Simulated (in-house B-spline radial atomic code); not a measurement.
Br²⁺. Computed with a B-spline radial atomic code. Model: non-relativistic spherical atom: semilocal Troullier-Martins pseudo-atom, one channel per l, against all electrons, high spin, G0W0 and RPA with empty states to l = 8, local potential for every l without a channel, a model core (radius 0 = none) keeps its share of the functional.

What the tables leave out is listed at the end.

The pseudopotential gives back the lowest level of each angular momentum of its own functional in the configuration it was made in; a second state of the same l is only approximately right. Exact exchange, RPA and GW see the smooth pseudo-orbitals and miss the exchange with the core, for which the functional's share stands in. The column with an uncorrelated core keeps all orbitals and exact exchange, and so separates missing core correlation from pseudisation. Only the three outermost levels and the lowest empty one were computed. RPA here is direct RPA, with no exchange kernel, and its energies carry an (l + 1/2)⁻⁴ tail. A hybrid on a potential with a model core restores only its own semilocal share of the core's exchange.

Command:
```bash
python run_psgw.py task.json out
```
Settings (lengths in bohr, energies in hartree):
```
Z                      35
electrons              33
configuration          [Ar] 3d10 4s2 4p3
generated_in           [Ar] 3d10 4s2 4p3
functional             pbe,pbe
core_shells            6
radius_factor          0.8
core_correction        False
```

Cost of the run: 12 s on 1 thread of Intel(R) Xeon(R) 6975P-C (Granite Rapids) (shared host).

Given: made with PBE; model core radius 0 bohr; local radius 1.24 bohr; mean-field start PBE.

Valence shells of the generating configuration: 4s, 4p.

Channel: s 1.129, p 1.278, d 1.868 (radii in bohr).

Computed: largest level miss in the spin-unpolarised generating configuration 0.001 eV; valence RPA correlation energy all-electron orbitals -0.19862 hartree; all-electron RPA polarisability, core included 7.3946 bohr³; pseudo-atom RPA polarisability 7.4058 bohr³.

```csv
level,occupied,mean-field all-electron (eV),mean-field pseudo minus all (eV),G0W0 all-electron (eV),G0W0 uncorrelated core minus all (eV),G0W0 pseudo minus all (eV),exchange self-energy all-electron (eV),exchange self-energy pseudo (eV)
4p up,1,-29.401,-0.033,-35.242,0.231,0.088,-23.003,-19.411
4s down,1,-38.95,0.305,-44.624,0.563,0.544,-20.434,-15.065
4p down (empty),0,-26.17,0.271,-21.855,0.281,0.101,-6.8032,-3.188
```

Problem. What is the valence RPA correlation energy pseudo?

Solution. -0.2144 hartree.

Given: mean-field start PBE0.

Computed: valence RPA correlation energy all-electron orbitals -0.18261 hartree; all-electron RPA polarisability, core included 6.7224 bohr³; pseudo-atom RPA polarisability 6.732 bohr³.

| level | occupied | mean-field all-electron (eV) | mean-field pseudo minus all (eV) | G0W0 all-electron (eV) | G0W0 uncorrelated core minus all (eV) | G0W0 pseudo minus all (eV) | exchange self-energy all-electron (eV) | exchange self-energy pseudo (eV) |
| --- | --- | --- | --- | --- | --- | --- | --- | --- |
| 4p up | 1 | -31.054 | 0.012 | -35.379 | 0.225 | 0.079 | -22.946 | -19.428 |
| 4s down | 1 | -40.215 | 0.26 | -44.591 | 0.562 | 0.514 | -20.22 | -15.057 |
| 4p down (empty) | 0 | -24.77 | 0.178 | -21.693 | 0.27 | 0.11 | -6.5074 | -3.1392 |

Problem. What is the valence RPA correlation energy pseudo?

Solution. -0.19727 hartree.

Given: mean-field start Hartree-Fock.

Computed: valence RPA correlation energy pseudo -0.16004 hartree; all-electron RPA polarisability, core included 5.4764 bohr³; pseudo-atom RPA polarisability 5.4076 bohr³.

```tsv
level	occupied	mean-field all-electron (eV)	mean-field pseudo minus all (eV)	G0W0 all-electron (eV)	G0W0 uncorrelated core minus all (eV)	G0W0 pseudo minus all (eV)	exchange self-energy all-electron (eV)	exchange self-energy pseudo (eV)
4p up	1	-35.151	-0.042	-35.651	0.21	0.111	-22.629	-19.421
4s down	?	?	?	?	?	?	?	?
4s up	1	-52.062	-0.074	-49.564	0.23	0.214	-29.196	-24.835
4p down (empty)	0	-19.477	0.045	-21.377	0.222	0.186	-5.5192	-2.9018
```

Problem. What belongs in the row 4s down?

Solution. occupied: 1; mean-field all-electron (eV): -42.46; mean-field pseudo minus all (eV): 0.139; G0W0 all-electron (eV): -44.469; G0W0 uncorrelated core minus all (eV): 0.542; G0W0 pseudo minus all (eV): 0.538; exchange self-energy all-electron (eV): -19.558; exchange self-energy pseudo (eV): -14.952.

Problem. What is the valence RPA correlation energy all-electron orbitals?

Solution. -0.14803 hartree.

Among the listed levels the largest G0W0 shift of the pseudo-atom is +0.54 eV, for 4s down on the PBE start, while leaving the core uncorrelated moves that level by +0.56 eV. The rest, -0.02 eV, comes from pseudisation and the lost core exchange. Not in the tables (levels of low weight, unsolved or above zero; the highest and the empty levels are kept at any weight): on PBE the G0W0 levels 4s up (pseudo minus all +0.13 eV, weights 0.30 and 0.30); on PBE0 the G0W0 levels 4s up (pseudo minus all +0.25 eV, weights 0.39 and 0.37).
